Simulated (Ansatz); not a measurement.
A nudged elastic band was laid between two geometries of C$_{2}$H$_{7}$FN$_{2}$Si (13 atoms, charge 0, multiplicity 1).

Method: Ansatz, RKS BLYP-D4/6-31G*.

```
movable images  : 3
climbing image  : no
spring          : 5.0 eV/Å²
optimiser       : quadratic models (default)
start path      : through a guess of the saddle point
force threshold : 0.05 eV/Å
iteration limit : 60
end points      : relaxed
```

Image 0:

```xyz
13
Properties=species:S:1:pos:R:3
C 0.534 -1.829 0.850
C 0.393 -0.412 0.331
F 1.073 0.455 1.278
N 0.740 -0.115 -1.050
Si -0.798 0.587 -0.722
N -1.021 2.267 -0.406
H 1.603 -2.116 0.885
H 0.004 -2.534 0.192
H 0.124 -1.913 1.869
H 1.699 -0.027 -1.399
H -1.961 0.135 -1.539
H -1.914 2.728 -0.572
H -0.454 2.739 0.299
```

Image 4:

```xyz
13
Properties=species:S:1:pos:R:3
C 0.546 -1.807 0.856
C 0.388 -0.403 0.308
F 1.078 0.489 1.225
N 0.706 -0.135 -1.085
Si -0.843 0.559 -0.720
N -1.174 2.171 -0.198
H 1.616 -2.085 0.882
H 0.012 -2.528 0.218
H 0.148 -1.873 1.881
H 1.663 0.004 -1.424
H -1.979 0.109 -1.570
H -1.625 2.853 -0.809
H -0.517 2.610 0.450
```

What changes between the two ends?

No bond is made or broken. The height of N6 over the plane of its neighbours goes from 0.15 to -0.20 Å.

What energy profile does the band end with?

The run converged. The highest image is number 1 of 0 to 4, 0.001 eV above the first end and 0.009 eV above the last; the last end lies 0.008 eV below the first. The top lies less than 8 meV above the higher end, about what the thresholds resolve: that end is a shoulder or a very shallow well. No image climbed, so the highest image needn't sit at the top of the path. So few images can step over the top or miss a turn of the path.

| image | path coordinate (Å) | energy (eV) | height of N6 over the plane of its neighbours (Å) |
| --- | --- | --- | --- |
| 0 | 0.00 | 0.000 | 0.15 |
| 1 | 0.15 | 0.001 | 0.04 |
| 2 | 0.29 | -0.002 | -0.08 |
| 3 | 0.44 | -0.006 | -0.15 |
| 4 | 0.59 | -0.008 | -0.20 |

What is the geometry of the highest image?


```xyz
13
Properties=species:S:1:pos:R:3
C 0.543 -1.827 0.849
C 0.399 -0.410 0.331
F 1.085 0.455 1.275
N 0.736 -0.112 -1.052
Si -0.804 0.582 -0.710
N -1.068 2.239 -0.337
H 1.611 -2.114 0.877
H 0.008 -2.531 0.194
H 0.138 -1.912 1.870
H 1.692 -0.045 -1.415
H -1.963 0.130 -1.531
H -1.875 2.768 -0.661
H -0.481 2.743 0.325
```

The run took 2.7 min on 2 threads of Intel(R) Xeon(R) Platinum 8259CL CPU @ 2.50GHz (Skylake/Cascade Lake) (shared host), peak memory 0.17 GiB.
